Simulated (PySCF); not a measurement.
One of the candidates below gave these computed data.

All candidates are C3H11FOSi2.

- Valence photoelectron: vertical ionisation energy: 10.44 eV [ΔSCF CAM-B3LYP/def2-SVPD]
- 1H NMR: chemical shifts (computed TMS as zero) by class: 5.05 (1 H), 3.89 (3 H), 3.86 (3 H), 1.06 (1 H), 1.00 (1 H), 0.86 (1 H), 0.72 (1 H) ppm [GIAO KT2/pcSseg-1]
- Triplet: lowest triplet excitation (Tamm–Dancoff): 7.43 eV [TDA CAM-B3LYP/def2-SVPD]
- 13C NMR: chemical shifts (computed TMS as zero) by class: 54.4 (1 C), 13.6 (1 C), 1.6 (1 C) ppm [GIAO KT2/pcSseg-1]
- NMR, other nuclei: isotropic shieldings of nuclei other than C and H, by class: 275 (1 O), 315 (1 F), 360 (1 Si), 426 (1 Si) ppm [GIAO KT2/pcSseg-1]
- Rotational structure: rotational constants A, B, C: 4.188, 0.820, 0.723 GHz [PBE0-D3(BJ)/def2-SVP]

Gas-phase values; electronic properties from PySCF, density fitting. Levels stand in brackets. Geometry: PBE0-D3(BJ)/def2-SVP, one conformer, isolated molecule. NMR values are class means; diastereotopic atoms form classes of their own.

Task: Which candidate is it?
A. `CC(C)[SiH2]O[SiH2]F`
B. `C[Si](C)(CF)O[SiH3]`
C. `CO[Si@@H](F)CC[SiH3]`

Result: C. It is `CO[Si@@H](F)CC[SiH3]`. Numbering: `[CH3:1][O:2][Si@@H:3]([F:4])[CH2:5][CH2:6][SiH3:7]`. Its formula, C3H11FOSi2, gives 0 degrees of unsaturation, so no ring and no π bond. 3 carbons fall into 3 classes; from least to most shielded: methoxy carbon [C1] (54.4 ppm), sp3 carbon bound to silicon [C5] (13.6 ppm), sp3 carbon bound to silicon [C6] (1.6 ppm). Hydrogen classes from least to most shielded: 1 H on a fluorine-bound silicon, Si3 (5.05 ppm), 3 H on an SiH3 silicon, Si7 (3.89 ppm), 3 H on a methoxy carbon, C1 (3.86 ppm), 1 H on an sp3 carbon bound to silicon, C6 (1.06 ppm), 1 H on an sp3 carbon bound to silicon, C5 (1.00 ppm), 1 H on an sp3 carbon bound to silicon, C5 (0.86 ppm), 1 H on an sp3 carbon bound to silicon, C6 (0.72 ppm). The other shieldings belong to: 275 ppm, silyl ether oxygen [O2]; 315 ppm, silicon-bound fluorine [F4]; 360 ppm, fluorine-bound silicon [Si3]; 426 ppm, SiH3 silicon [Si7]. The first electron is taken from the HOMO, whose largest Löwdin shares are 0.18 on an sp3 carbon bound to silicon, 0.17 on an sp3 carbon bound to silicon, 0.13 on the silyl ether oxygen and 0.10 on the SiH3 silicon. The optimised geometry has point group C1 and is an asymmetric top.

The others, at the same levels:
- `C[Si](C)(CF)O[SiH3]` fails: it has 2 carbon classes against 3; its computed 13C shifts are 79.4 (1 C), -2.8 (2 C) ppm, 1H shifts are 5.12 (3 H), 4.47 (2 H), 0.16 (6 H) ppm and vertical ionisation energy is 10.16 eV (against 10.44 eV).
- `CC(C)[SiH2]O[SiH2]F` fails: it has 2 carbon classes against 3; its computed 13C shifts are 19.7 (1 C), 17.1 (2 C) ppm, 1H shifts are 5.21 (2 H), 5.02 (2 H), 1.15 (1 H), 1.10 (6 H) ppm and vertical ionisation energy is 10.11 eV (against 10.44 eV).

Each candidate is one conformer, not necessarily the lowest. Dipoles, sizes and rotational constants follow the conformer. The torsions of the flexible species, by atom-mapped SMILES:
- `[CH3:1][O:2][Si@@H:3]([F:4])[CH2:5][CH2:6][SiH3:7]`: C1–O2–Si3–F4 64°, O2–Si3–C5–C6 175°, Si3–C5–C6–Si7 62°
- `[CH3:1][Si:2]([CH3:3])([CH2:4][F:5])[O:6][SiH3:7]`: C1–Si2–C4–F5 -171°, C1–Si2–O6–Si7 159°
- `[CH3:1][CH:2]([CH3:3])[SiH2:4][O:5][SiH2:6][F:7]`: C1–C2–Si4–O5 179°, C2–Si4–O5–Si6 6°, Si4–O5–Si6–F7 1°
